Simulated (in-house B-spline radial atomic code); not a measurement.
# BP86 excitations of V VI (V5+)

Method: BP86. Computed with an all-electron radial atomic-structure program (B-spline basis): linear response of the closed shell [Ne] 3s2 3p6 with the functional's adiabatic kernel; non-relativistic, point nucleus, no spin-orbit coupling, no double excitations, S, P, D and F terms only. Only terms of natural parity with L up to 3 were computed.

Command:
```bash
python run_td.py task.json out
```
Settings (radii: box in bohr, nucleus in fm):
```
Z                        23
electrons                18
configuration            [Ne] 3s2 3p6
hamiltonian              nr
method                   b88,p86
box_radius               16.35
intervals                52
```

Time taken, with all properties: 0.6 s on 1 thread of Arm Neoverse N1, with other jobs on the host.

The lowest states, in the order of their Tamm-Dancoff energies; the method's threshold (minus the highest occupied level) is 117.38 eV. Labels give the largest channel, * marks a mixed state, and oscillator strengths are full-response dipole values. Semilocal kernels can invert the small singlet-triplet splittings of Rydberg terms. Energies in eV:

| state | full response | Tamm-Dancoff | oscillator strength |
| --- | --- | --- | --- |
| 3p → 3d 3P | 38.24 | 38.38 | - |
| 3p → 3d 3F | 38.53 | 38.70 | - |
| 3p → 3d 1F | ? | ? | - |
| 3p → 3d 1P | 54.67 | 57.13 | 3.81 |
| 3s → 3d 3D | 65.72 | 65.79 | - |
| 3p → 4s 3P | 66.34 | 66.36 | - |
| 3p → 4s 1P | 67.07 | 67.13 | 0.218 |
| 3s → 3d 1D | 70.05 | 70.16 | - |
| 3p → 4p 3S | 73.25 | 73.27 | - |
| 3p → 4p 3D | 73.82 | 73.83 | - |
| 3p → 4p 1D | 74.24 | 74.25 | - |
| 3p → 4p 1S | 77.25 | 77.48 | - |
| 3p → 4d 3P | 84.90 | 84.91 | - |
| 3p → 4d 3F | 84.93 | 84.94 | - |
| 3p → 4d 1F | 85.15 | 85.15 | - |
| 3p → 4d 1P | ? | ? | ? |

(1) Where does 3p → 3d 1F lie?

(2) Where does 3p → 4d 1P lie?

(3) How large is the singlet-triplet splitting of 3p → 3d (F terms) in Tamm-Dancoff?

(4) What polarisabilities and dispersion coefficient does the method give?

Answers

(1) At 42.20 eV in full response, 42.22 eV in Tamm-Dancoff.

(2) At 86.04 eV in full response, 86.19 eV in Tamm-Dancoff, oscillator strength 0.0601.

(3) 3.52 eV, from the unrounded values.

(4) Dipole 1.087 bohr³, quadrupole 1.164 bohr⁵, C6 1.976 hartree·bohr⁶ for two such species.
